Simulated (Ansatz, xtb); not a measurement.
**Relative energy of two structures of CH3CuNSe−**

Structure I is a singlet given by its coordinates and structure II is a singlet given by its coordinates. Both are isolated ions in the gas phase, relaxed with PBE0-D3(BJ)/def2-SVPD.

I (Å):

```xyz
7

C    -1.0126    0.4229   -0.4794
Cu   -0.1931   -1.9309    1.5935
N    -1.4474    1.2626   -1.3360
Se   -1.7315   -1.2784   -0.0423
H    -2.2848    0.8933   -1.7944
H    -0.1103    0.6956    0.0895
H     0.8321   -2.3385    2.6671
```

Close contacts (Å): C1–N3 1.28, C1–Se4 1.90, Cu2–Se4 2.34, C1–H6 1.10, Cu2–H7 1.54, N3–H5 1.02.

II (Å):

```yaml
atoms:
  - { symbol: C, position_ang: [-0.1876, 1.2281, -0.4965] }
  - { symbol: Cu, position_ang: [-0.8664, 0.0399, -3.3714] }
  - { symbol: N, position_ang: [0.1094, 1.5216, 0.7132] }
  - { symbol: Se, position_ang: [-0.2602, -0.5259, -1.1820] }
  - { symbol: H, position_ang: [0.0804, 2.5358, 0.8369] }
  - { symbol: H, position_ang: [-0.4295, 2.0029, -1.2470] }
  - { symbol: H, position_ang: [-1.2650, 0.4587, -4.7994] }
```

Close contacts (Å): C1–N3 1.28, C1–Se4 1.88, Cu2–Se4 2.34, C1–H6 1.11, Cu2–H7 1.54, N3–H5 1.02.

Problem. Which of the two would you expect CCSD(T)/def2-SVPD + ΔMP2/def2-TZVPPD electronic energies to favour?

Solution. Structure I; the calculation gives E(II) − E(I) = +0.180 eV.

Level by level:

| level | geometry | E(II) − E(I) (eV) | departure from the last row (eV) | job, with rough time for the two |
| --- | --- | --- | --- | --- |
| PBE0-D3(BJ)/def2-SVPD | PBE0-D3(BJ)/def2-SVPD | +0.174 | −0.007 | optimisation, 49 s |
| HF/def2-SVPD | PBE0-D3(BJ)/def2-SVPD | +0.185 | +0.004 | part of the CCSD(T) run |
| MP2/def2-SVPD | PBE0-D3(BJ)/def2-SVPD | +0.172 | −0.008 | part of the CCSD(T) run |
| CCSD(T)/def2-SVPD | PBE0-D3(BJ)/def2-SVPD | +0.175 | −0.005 | single point |
| CCSD(T)/def2-SVPD + ΔMP2/def2-TZVPPD | PBE0-D3(BJ)/def2-SVPD | +0.180 |  | single point, 2 min |

The levels shown agree on the order. The largest departure from CCSD(T)/def2-SVPD + ΔMP2/def2-TZVPPD is that of MP2/def2-SVPD, 0.008 eV. Levels run at GFN2-xTB geometries aren't shown. The last row adds to CCSD(T) the change of the MP2 difference between the two basis sets, here +0.005 eV.

With harmonic frequencies from PBE0-D3(BJ)/def2-SVPD (ideal gas, rigid rotor, one conformer each, 298.15 K, 1 atm): on the last row, ΔE + ΔZPE = +0.171, ΔH = +0.170, ΔG = +0.176 eV.

The T1 diagnostic of structures I and II is large, so the coupled-cluster value is less sure. The correlated steps freeze 16 core orbitals; the filled d shell of Se is correlated; the last core shell of Cu is correlated, in a basis made for valence electrons. Programs: Ansatz 0.2.0; the last row on 2 threads of Arm Neoverse V2 on a shared host.
